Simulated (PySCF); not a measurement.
Correlation energy of Te²⁺ (tellurium, charge +2)

[Kr] 4d10 5s1 5p2 5d1, one real determinant (an excited configuration). Calculation: PySCF 2.14, in x2c-QZVPPall with one added diffuse shell each of s, p, d, f type (14s10p8d5f1g, 128 functions); scalar relativity by spin-free X2C-1e. Frozen: [Ar] 3d10; 22 electrons correlated.

MP2 pair energies summed by pair of shells (mhartree):

```csv
pair,energy,share (%)
4d-4d,-333.48,51.2
4p-4d,-106.26,16.3
4d-5p,-48.96,7.5
4p-4p,-39.37,6.0
4s-4d,-30.33,4.7
4d-5s,-28.01,4.3
4s-4p,-15.28,2.3
4d-5d,-12.19,1.9
5p-5d,-8.69,1.3
4p-5p,-6.22,1.0
4p-5s,-4.90,0.8
5p-5p,-4.84,0.7
4s-4s,-3.50,0.5
5s-5d,-3.30,0.5
5s-5p,-3.17,0.5
4p-5d,-1.06,0.2
4s-5p,-0.93,0.1
4s-5s,-0.70,0.1
4s-5d,-0.20,0.0
```

Total MP2 correlation energy: -651.39 mhartree.

Same-spin part -244.71 and opposite-spin part -406.68 mhartree; SCS-MP2 scales them by 1/3 and 6/5 to -569.59 mhartree.

The reference is one real determinant that mixes LS terms of this configuration.

This basis was not built for core-valence correlation, so the inner-shell part is incomplete.
